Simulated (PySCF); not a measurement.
Compound: C2H9BS.
Numbering: `[BH3-:1][S+:2]([CH3:3])[CH3:4]` (hydrogens: H5, H6, H7 on B1; H8, H9, H10 on C3; H11, H12, H13 on C4)

The closed-shell ground state was solved at several levels (PySCF, density fitting, gas phase, non-relativistic). Geometry: PBE0-D3(BJ)/def2-SVP; no solvent, vibrations or thermal averaging.

```json
{"level": "wB97X-D/def2-SVPD", "basis functions": "159", "total energy (Eh)": "-504.4272", "HOMO (eV)": "-9.70", "LUMO (eV)": "1.86", "gap (eV)": "11.56", "dipole (D)": "4.75"}
{"level": "PBE/pcSseg-2", "basis functions": "277", "total energy (Eh)": "-504.3806", "HOMO (eV)": "-6.58", "LUMO (eV)": "-0.68", "gap (eV)": "5.90", "dipole (D)": "4.62"}
```

Question: What might PBE0/pcSseg-1 (120 basis functions) give for the same quantities?

Answer: Total energy -504.3379 Eh, HOMO -7.86 eV, LUMO 0.54 eV, gap 8.40 eV, dipole 4.89 D.

Question: Over all these levels, which gives the widest orbital gap and which the narrowest?

Answer: wB97X-D/def2-SVPD (range-separated hybrid) has the widest, 11.56 eV, and PBE/pcSseg-2 (GGA) the narrowest, 5.90 eV. Functional and basis both differ between the two, so the spread mixes both effects.

Question: How far do the dipole and the HOMO energy spread over the levels?

Answer: The dipole runs from 4.62 to 4.89 D (mean 4.75 D) and the HOMO from -9.70 to -6.58 eV.

Note: wB97X-D ran without an empirical dispersion term, which enters the total energy and its gradient alone.
